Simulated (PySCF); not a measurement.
Correlation energy of Ne+ (neon, charge +1)

[He] 2s2 2p5, 2P determinant. All numbers are calculated (PySCF 2.14, the spin-free X2C one-electron Hamiltonian (Gaussian nucleus), in dyall-av3z). Frozen: 1s2; 7 electrons correlated; the 14 highest virtual orbitals of each spin left out.

MP2 pair energies summed by pair of shells (mhartree):

```csv
pair,energy,share (%)
2p-2p,-126.34,60.5
2s-2p,-71.68,34.3
2s-2s,-10.67,5.1
```

Total MP2 correlation energy: -208.69 mhartree.

Same-spin part -49.55 and opposite-spin part -159.14 mhartree; SCS-MP2 scales them by 1/3 and 6/5 to -207.48 mhartree.
